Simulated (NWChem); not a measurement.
FeClF, quintet; SMILES [F][Fe][Cl]

This spin state was assumed; another may lie lower. B3LYP is NWChem's, with the RPA form of VWN correlation.

Give the equilibrium geometry at B3LYP/6-31G* (spherical d), spin-unrestricted (NWChem) as a Z-matrix, with the point group.

point group C*v; any orientation.
```
Fe
F 1 1.7301
Cl 1 2.1548 2 179.88
```
